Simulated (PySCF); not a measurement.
Consider bromotrimethylsilane, `C[Si](C)(C)Br` (C3H9BrSi). Numbering: `[CH3:1][Si:2]([CH3:3])([CH3:4])[Br:5]`

These are calculated values, ωB97X-D3(BJ)/ma-def2-TZVP in PySCF (grid level 2) at geometries from PBE0-D3(BJ)/ma-def2-SVP. Zero-point and thermal terms (298.15 K, 1 bar) come from unscaled PBE0-D3(BJ)/ma-def2-SVP harmonic frequencies, with soft modes damped to free rotors in the entropy.

(1) What are the vertical and the adiabatic ionisation energy for forming the radical cation?

(2) Where does the unpaired spin of the relaxed radical cation sit?

(3) What oxidation potential follows in DMF (IEF-PCM), given that Fc+/Fc comes at 4.54 V absolute with this functional and basis?

(4) How far is −ε(HOMO) from the vertical value by ΔSCF?

Answers

(1) 10.30 eV vertical and 9.86 eV adiabatic, the latter with zero-point energy.

(2) C4 (methyl carbon) 0.55, Br5 (bromine) 0.36 (intrinsic atomic orbital populations). This structure is symmetry-broken (see the note below).

(3) In the gas phase ΔG of oxidation is 9.795 eV, and solvation is -13.2 kJ/mol for the parent and -224.2 kJ/mol for the product, so the absolute potential is 7.61 V, or 3.07 V against Fc+/Fc. Fc+/Fc in DMF, 4.54 V, is ωB97X-D3(BJ)/ma-def2-TZVP on PBE0-D3(BJ)/def2-SVP structures with GFN2-xTB thermal terms. Benchmark calculations put it near 5.0 V in acetonitrile and DMSO, so it is about 0.5 V low, and the value against it can read up to that much too high. The solvent is electrostatics only, on gas-phase structures; the absolute scale refers to an electron at rest in vacuum.

(4) −ε(HOMO) = 10.35 eV, which is 0.05 eV above the ΔSCF value.

Caveats: spin-orbit coupling is left out of the energies, which matters for open shells on the heavier atoms; atoms from Ga to Kr are treated without relativity; C1 and C4 are equivalent in the parent, but the relaxed radical cation is symmetry-broken (C3v to Cs), as a Jahn-Teller-type distortion or an artefact of the method; its spin populations, distances and adiabatic value belong to that structure.
